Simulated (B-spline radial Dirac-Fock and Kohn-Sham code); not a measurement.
# Photoelectron lines of Ni¹⁶⁺ at 6960 eV

System: nickel as Ni¹⁶⁺, configuration [Ne] 3s2.

Method: independent-particle photoionisation in a Dirac-Hartree-Slater potential with a Latter tail, all multipoles, thresholds from Dirac-Fock ΔSCF. Computed with a radial B-spline solver. The asymmetry parameter β is from the dipole term alone. Kinetic energies are from the vacuum level.

The last column is dσ/dΩ = σ/(4π) · [1 + β P₂(cos θ)] at θ = 0° from the polarisation vector of linearly polarised light.

| subshell | electrons | binding (eV) | kinetic (eV) | σ (kb) | β | dσ/dΩ (kb/sr) |
| --- | --- | --- | --- | --- | --- | --- |
| 2s | 2 | 1592.8 | 5367.2 | 3.25 | 2.00 | 0.775 |
| 2p1/2 | 2 | 1454.8 | 5505.2 | 1.05 | 1.00 | 0.166 |
| 2p3/2 | 4 | 1437.2 | 5522.8 | 1.94 | 1.00 | 0.309 |
| 3s | 2 | 566.8 | 6393.2 | 0.700 | 2.00 | 0.167 |

Branching ratios of the spin-orbit partners (statistical value in brackets): 2p 1.85 (2.00).
